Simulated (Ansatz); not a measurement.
Species: H$_{3}$InOS$_{2}$, SMILES `[OH][In]([SH])[SH]` (charge 0, multiplicity 1).

Task: Give a relaxed geometry from CAM-B3LYP-D3(BJ)/def2-TZVP (Ansatz, a program for electronic structure).

Result: This is not unique; one that fits is the end point of this relaxation, one of several conformers (outside a Z-matrix the atoms follow the SMILES, hydrogens last).
Bonded distances (Å): O1–In2 1.975, O1–H5 0.961, In2–S3 2.363, In2–S4 2.372, S3–H6 1.341, S4–H7 1.340. Angles (°): In2–O1–H5 115.0, O1–In2–S3 114.6, O1–In2–S4 119.6, S3–In2–S4 125.8, In2–S3–H6 92.5, In2–S4–H7 94.0.
